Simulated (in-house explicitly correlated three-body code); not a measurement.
Computed with an exponentially correlated three-body code. Model: two electrons around a point charge, non-relativistic, variational in 260 exponentially correlated functions (energies converged to about 1e-7 hartree, or 1e-8 relative for large Z), ground state as one setting changes.

```csv
nuclear charge,ground energy (hartree),binding of second electron (eV),mean radius (bohr),mean distance of electrons (bohr),mean cosine of angle
1.3,-1.02989666,5.0313,1.6707,2.6286,-0.092976
1.32,?,?,?,?,?
1.34,-1.11056446,5.7896,1.5959,2.5045,-0.090877
1.36,-1.15210085,6.1852,1.5611,2.4469,-0.089842
1.38,?,?,?,?,?
1.4,-1.23757713,7.009,1.4963,2.3399,-0.087808
1.42,-1.28151658,7.4373,1.466,2.29,-0.086811
1.44,-1.32625664,7.8765,1.4369,2.2422,-0.085828
1.46,-1.37179716,8.3266,1.409,2.1965,-0.08486
1.48,-1.418138,8.7876,1.3823,2.1527,-0.083907
```

(1) What follows for nuclear charge = 1.38?

(2) What follows for nuclear charge = 1.32?

## Answers

(1) ground energy -1.19443849 hartree; binding of second electron 6.5916 eV; mean radius 1.528 bohr; mean distance of electrons 2.3922 bohr; mean cosine of angle -0.088818.

(2) ground energy -1.06982962 hartree; binding of second electron 5.405 eV; mean radius 1.6323 bohr; mean distance of electrons 2.5649 bohr; mean cosine of angle -0.091922.
